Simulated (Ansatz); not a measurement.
H8N2O2Si2 (`N[Si@H](O)[Si@H](N)O`) at its PBE0-D4/def2-TZVP geometry, where that method's forces vanish. Charge 0, multiplicity 1.

```csv
atom,x (Å),y (Å),z (Å)
N1,0.951,-0.816,-1.625
Si2,1.099,-0.824,0.084
O3,0.986,-2.294,0.843
Si4,-0.616,0.624,0.777
N5,-1.395,1.198,-0.645
O6,0.093,1.751,1.761
H7,0.038,-0.768,-2.048
H8,1.623,-1.264,-2.227
H9,2.478,-0.399,0.419
H10,0.121,-2.706,0.868
H11,-1.720,-0.041,1.534
H12,-2.328,1.577,-0.618
H13,-0.849,1.625,-1.378
H14,-0.482,2.337,2.255
```

Q: For each bond, give half the difference of the two atoms' forces along it (eV/Å; positive pushes the atoms apart) under PBE-D4, r2SCAN-D4, B3LYP-D4, ωB97M-V in def2-TZVPP. (Estimate.)

A: The calculation gave: 
```tsv
bond	length (Å)	PBE-D4	r2SCAN-D4	B3LYP-D4	ωB97M-V
N1–Si2	1.715	0.04	0.02	0.09	0.08
N1–H7	1.008	0.20	0.01	-0.02	-0.03
N1–H8	1.007	0.19	0.02	-0.02	-0.03
Si2–O3	1.658	0.29	0.06	0.13	0.13
Si2–Si4	2.349	-0.23	-0.04	-0.04	-0.11
Si2–H9	1.482	0.06	-0.02	-0.15	-0.17
O3–H10	0.958	0.35	0.02	-0.02	-0.06
Si4–N5	1.720	0.04	0.02	0.08	0.07
Si4–O6	1.656	0.28	0.06	0.14	0.14
Si4–H11	1.495	0.03	-0.03	-0.13	-0.15
N5–H12	1.008	0.19	0.02	-0.02	-0.03
N5–H13	1.008	0.20	0.02	-0.03	-0.03
O6–H14	0.958	0.35	0.02	-0.01	-0.06
```

B3LYP here is the variant with VWN-RPA as its local correlation; programs differ in this.

Computed with Ansatz.
